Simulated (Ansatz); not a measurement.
Al2Br2H4, SMILES `[AlH2-]1[Br+][AlH2-][Br+]1`. Charge 0, multiplicity 1.

Z-matrix (Å, degrees):
```
Al
Br 1 2.464
Br 1 2.464 2 93.3
H 1 1.574 2 107.7 3 109.7
H 1 1.574 2 107.7 3 -109.7
Al 2 2.464 1 86.7 3 0.0
H 6 1.574 2 107.7 1 -109.8
H 6 1.574 2 107.7 1 109.7
```

(1) What are the harmonic wavenumbers in cm⁻¹ at PBE0-D4/def2-TZVP (Ansatz, finite differences of forces, unscaled)? (An estimate is asked.)

(2) Is this a minimum?

(3) Give the ideal-gas thermochemistry at 298.15 K and 1 bar (rigid rotor, harmonic oscillator; point group D2h, symmetry number 4).

(4) And at 400, 500, 600, 800 and 1000 K?

Answers

(1) The calculation gave: 16, 129, 221, 283, 296, 300, 427, 435, 442, 448, 596, 687, 722, 738, 1959, 1963, 1980, 1982.

(2) Yes, all 18 modes are real.

(3) Zero-point energy 81.5 kJ/mol; H(298) − E = 104.5 kJ/mol; entropy 375.6 J/(mol·K), of which translation 176.0, rotation 111.9, vibration 87.7; G(298) − E = -7.5 kJ/mol. Modes under 100 cm⁻¹ are hindered rotations or soft bends, so the harmonic entropy is rough.

(4) 
| T (K) | H − E (kJ/mol) | S (J/mol/K) | G − E (kJ/mol) |
| --- | --- | --- | --- |
| 400 | 117.1 | 411.8 | -47.6 |
| 500 | 130.5 | 441.7 | -90.4 |
| 600 | 144.7 | 467.6 | -135.8 |
| 800 | 174.9 | 511.0 | -233.9 |
| 1000 | 206.9 | 546.6 | -339.7 |
